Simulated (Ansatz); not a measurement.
Mean bond length (Å) of eight silicon and germanium compounds: PBE-D3(BJ) beside r2SCAN-D4, computed with Ansatz (a first-principles code) for isolated molecules in the bases named; differences from unrounded values. The eight are the first of their class met in an unordered collection, after screening for sound electronic states; none was chosen by its value. Each level has its own optimised geometry.

```
molecule                                                  basis  r2SCAN-D4  PBE-D3(BJ)  difference
-----------------------------------------------------  --------  ---------  ----------  ----------
C4H11NSi, SMILES CC/N=C(\C)[SiH3]                      def2-SVP      1.312       1.319       0.008
Si(H)2(Et)(NH2) (C2H9NSi), SMILES [SiH2](N)CC          def2-SVP      1.309       1.318       0.008
C2H4ClNSi, SMILES [SiH2](Cl)CC#N                       def2-SVP      1.470       1.479       0.009
C2H6N2OSi, SMILES C[Si@H](OC#N)N                       def2-SVP      1.325       1.334       0.009
[(Z)-prop-1-enyl]silane (C3H8Si), SMILES C/C=C\[SiH3]  def2-SVP      1.337       1.345       0.008
FH3S3Si, SMILES F[Si](S)(S)S                           def2-SVP      1.723       1.735       0.012
C4H8OSi, SMILES OCC[SiH2]C#C                           def2-SVP      1.334       1.342       0.008
FH7OSi3, SMILES [Si@@H](F)(O)[SiH2][SiH3]              def2-SVP      1.628       1.638       0.010
```

PBE-D3(BJ) lies below r2SCAN-D4 in 0 and above it in 8 of the eight; the mean signed difference is 0.009 and the largest 0.012 Å.
